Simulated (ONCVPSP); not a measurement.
## What one change does to a pseudopotential (Be (Z = 4), ONCV)

* Element: Be
* Generator: ONCVPSP 4.0.1
* Type: optimised norm-conserving Vanderbilt (ONCV)
* Functional: LDA (Perdew-Wang 92)
* Relativity: scalar-relativistic
* Frozen core: [He]
* Valence charge: 2
* Reference configuration: 2s1.5 (charge +0.5)
* Partial waves: 2s: rc 2.05 bohr, ncon 3, nbas 8, qcut 2.8 1/bohr, 2 projectors, debl 2.5 Ha; p scattering state at 0.04 Ha: rc 1.55 bohr, ncon 4, nbas 8, qcut 6.2 1/bohr, 2 projectors, debl 0.9 Ha
* Local potential: polynomial inside 1.30 bohr (lpopt 5, dvloc0 -1 Ha)
* Core correction: none

In the p channel the program set the typed energies aside and used 0.050, 0.950 Ha.

Change: core correction polynomial model core, fcfact 0.35.

Cutoffs: the cutoffs (Ha) at which the residual kinetic energy of the hardest occupied pseudo-wave falls to 1 and 0.1 mHa per electron; they do not see the model core or the augmentation charge, which bear on the density cutoff. Errors are all-electron minus pseudo energies relative to the spin-unpolarised reference configuration.

Task: Predict the effect on cutoff, ghosts and configuration errors.

Result: The potential gets neither clearly harder nor softer (4.1 Ha and 39 Ha → 4.1 Ha and 39 Ha); the number of tests with a reliable result goes from 3 to 4; of the 3 tests that both files solve, the error grows in 0 and shrinks in 2 by more than 15 % and 0.3 meV (median size 5.6 → 1.0 meV); neither file shows a bound ghost. A model core, the more so a compact one, raises the density cutoff, which this test does not measure.

```tsv
quantity	base	changed
cutoff, loose	4.1 Ha	4.1 Ha
cutoff, tight	39 Ha	39 Ha
bound ghosts	none	none
GHOST(+) flags under 300 eV	none	none
tests with a reliable result	3 of 4	4 of 4
error for 2s2, meV [ΔE -3.75 eV]	+1.1	-1.0
error for 2s1, meV [ΔE 5.76 eV]	+5.6	-0.8
error for 2s1 2p1, meV [ΔE -0.23 eV]	+6.5	+3.9
s: phases at 2.08 bohr within 0.05 rad from the reference energy up to (Ha; the scan ends near 5)	2.7	2.7
p: phases at 1.57 bohr within 0.05 rad from the reference energy up to (Ha; the scan ends near 5)	3.8	3.8
```

Base: The cutoffs count occupied waves only; projector 2 of the s channel, the hardest unoccupied one, needs 38 Ha at the loose tolerance. Changed file: The cutoffs count occupied waves only; projector 2 of the s channel, the hardest unoccupied one, needs 38 Ha at the loose tolerance.
